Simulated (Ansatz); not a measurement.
Gas-phase electronic energies from Ansatz, PBE0-D4/def2-TZVP geometries. CBS: MP2 limit from def2 TZ/QZ plus the TZ coupled-cluster correction, frozen cores. This one scheme is used for every species. Functionals use def2-TZVPP. One conformer a species, not always the lowest.

Consider the cleavage of the Al–Si bond: `F[Si](F)(F)[AlH2]` + `N[SiH2][SiH3]` → `[AlH2][NH][SiH2][SiH3]` + `F[SiH](F)F`.

```json
{"level": "ωB97X-V", "ΔE (kcal/mol)": "-27.1"}
{"level": "ωB97M-V", "ΔE (kcal/mol)": "-29.0"}
{"level": "r2SCAN", "ΔE (kcal/mol)": "-28.5"}
{"level": "MP2/def2-TZVPP", "ΔE (kcal/mol)": "-32.3"}
{"level": "CCSD/def2-TZVPP", "ΔE (kcal/mol)": "-29.8"}
{"level": "CCSD(T)/def2-TZVPP", "ΔE (kcal/mol)": "-30.0"}
{"level": "MP2/CBS(def2)", "ΔE (kcal/mol)": "-31.5"}
{"level": "CCSD/CBS(def2)", "ΔE (kcal/mol)": "-29.0"}
```

What does CCSD(T)/CBS give? (An estimate is asked.)

The calculation gave: -29.2 kcal/mol. The listed levels differ from it by 2.1, 0.2, 0.7, -3.1, -0.6, -0.8, -2.3, 0.2 kcal/mol.

Largest T1 diagnostic among the species: 0.013.

From PBE to PBE0 (25 % exact exchange), in def2-TZVPP and without D4, ΔE moves by −1.4 kcal/mol.
